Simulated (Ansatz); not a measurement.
The first iterations of a band of H4O3Sn (8 atoms, charge 0, multiplicity 1).

Level of theory: Ansatz 0.2.0, RKS PBE0-D4/def2-SVP.

```json
{"movable images": "5", "climbing image": "yes", "spring": "5.0 eV/Å²", "optimiser": "quadratic models (default)", "start path": "through a guess of the saddle point", "force threshold": "0.05 eV/Å", "iteration limit": "60", "end points": "relaxed"}
```

First end point:

```xyz
8
Properties=species:S:1:pos:R:3
Sn 0.014 -0.052 0.646
H -0.104 0.381 2.284
O 1.828 -0.679 0.176
H 2.165 -0.206 -0.595
O -0.398 1.457 -0.562
H -1.084 1.210 -1.195
O -1.232 -1.507 0.157
H -0.754 -2.253 -0.226
```

Last end point:

```xyz
8
Properties=species:S:1:pos:R:3
Sn -1.039 0.301 0.817
H 1.773 -0.345 1.598
O 1.380 0.020 0.797
H 1.088 -0.762 0.250
O -0.968 1.535 -0.744
H -0.583 1.091 -1.511
O -0.404 -1.315 -0.342
H -0.811 -2.172 -0.180
```

| iteration | highest image above the first end (eV) | largest band force component (eV/Å) |
| --- | --- | --- |
| 1 | 12.687 | 58.853 |
| 2 | 2.321 | 6.345 |
| 3 | 2.043 | 3.787 |
| 4 | 1.722 | 1.243 |
| 5 | 1.820 | 1.576 |
| 6 | 1.863 | 1.277 |
| 7 | 2.006 | 0.527 |

Does the band converge within its limit, and where does its top end?

The forces met the threshold. It ended after 23 iterations with the highest image 1.892 eV above the first end. Neighbouring images differ by up to 2.6 eV, so the band resolves the path poorly. A vibrational analysis at the climbing image gives one clearly imaginary mode, 1237i cm⁻¹: a first-order saddle point. The orbitals stay closed-shell, which can raise the energy where a bond breaks towards radicals; this wasn't checked here.

Run time: 7 min on 2 threads of Arm Neoverse N1, with other jobs on the host, peak memory 0.19 GiB.
